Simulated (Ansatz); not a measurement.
A nudged elastic band was laid between two geometries of H3ISi2 (6 atoms, charge 0, multiplicity 1).

The calculation used RKS revPBE-D4/def2-SVP (Ansatz).

| Quantity | Value |
| --- | --- |
| movable images | 9 |
| climbing image | yes |
| spring | 5.0 eV/Å² |
| optimiser | quadratic models (default) |
| start path | through a guess of the saddle point |
| force threshold | 0.05 eV/Å |
| iteration limit | 60 |
| end points | relaxed |

Image 0:

```xyz
6
Properties=species:S:1:pos:R:3
Si -0.638 0.365 -1.011
Si 0.474 -0.039 0.866
I 1.969 -1.992 0.973
H -1.265 -0.867 -1.614
H -1.686 1.434 -0.808
H 1.145 1.099 1.594
```

Image 10:

```xyz
6
Properties=species:S:1:pos:R:3
Si -0.384 0.502 -0.330
Si -0.321 -0.955 1.623
I 1.871 -1.998 0.977
H -0.360 -0.322 -1.594
H -1.627 1.360 -0.347
H 0.820 1.414 -0.328
```

Task: What changes between the two ends?

Result: Bonds broken: Si2–H6. Bonds formed: Si1–H6.

Task: What energy profile does the band end with?

Result: The run converged. The highest image is number 4 of 0 to 10, 0.51 eV above the first end and 0.63 eV above the last; the last end lies 0.11 eV below the first. A vibrational analysis at the climbing image gives one clearly imaginary mode, 588i cm⁻¹: a first-order saddle point. The orbitals stay closed-shell, which can raise the energy where a bond breaks towards radicals; this wasn't checked here.

```tsv
image	path coordinate (Å)	energy (eV)	Si2–H6 (Å)	Si1–H6 (Å)
0	0.00	0.00	1.51	3.24
1	0.35	0.06	1.51	3.02
2	0.69	0.23	1.52	2.78
3	1.04	0.42	1.54	2.52
4	1.39	0.51	1.58	2.25
5	1.78	0.36	1.69	1.93
6	2.18	0.13	1.87	1.67
7	2.57	0.07	2.27	1.57
8	2.96	-0.03	2.73	1.52
9	3.36	-0.11	3.14	1.51
10	3.75	-0.11	3.27	1.51
```

Task: What is the geometry of the highest image?

Result: 
```xyz
6
Properties=species:S:1:pos:R:3:forces:R:3
Si -0.712 0.176 -0.540 0.00 -0.01 0.00
Si 0.300 -0.129 1.470 0.00 0.01 -0.01
I 1.933 -1.987 0.869 0.00 0.00 0.00
H -0.894 -0.630 -1.813 0.00 0.01 0.00
H -1.526 1.442 -0.698 0.00 0.00 0.00
H 0.899 1.128 0.713 0.00 -0.01 0.00
```

Task: What are the harmonic wavenumbers there?

Result: 588i, 82, 287, 307, 419, 468, 606, 700, 918, 1790, 2093, 2133 cm⁻¹.

Time of the run: 2.1 min on 1 thread of Intel(R) Xeon(R) Platinum 8488C (Sapphire Rapids), with other jobs on the host, peak memory 0.26 GiB.
